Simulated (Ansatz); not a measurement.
CH3BTe (`B1C[Te]1`). Total charge 0; spin multiplicity 1. Te takes the def2 core potential.

```xyz
6

B     0.209    0.858   -0.133
C    -0.364   -0.502    0.220
Te    1.555   -0.546   -0.911
H     0.059    2.030   -0.058
H    -0.269   -0.911    1.222
H    -1.190   -0.928   -0.341
```

(1) List the harmonic frequencies (cm⁻¹, unscaled) at PBE0-D4/def2-TZVP in Ansatz. (An estimate is asked.)

(2) Is this a minimum?

(3) Give the ideal-gas thermochemistry at 298.15 K and 1 bar (rigid rotor, harmonic oscillator; point group Cs, symmetry number 1).

Answers

(1) The calculation gave: 435, 566, 590, 768, 812, 874, 910, 1103, 1416, 2738, 3127, 3204.

(2) Yes, all 12 modes are real.

(3) Zero-point energy 99.0 kJ/mol; H(298) − E = 111.3 kJ/mol; entropy 282.3 J/(mol·K), of which translation 171.6, rotation 99.7, vibration 11.0; G(298) − E = 27.1 kJ/mol.
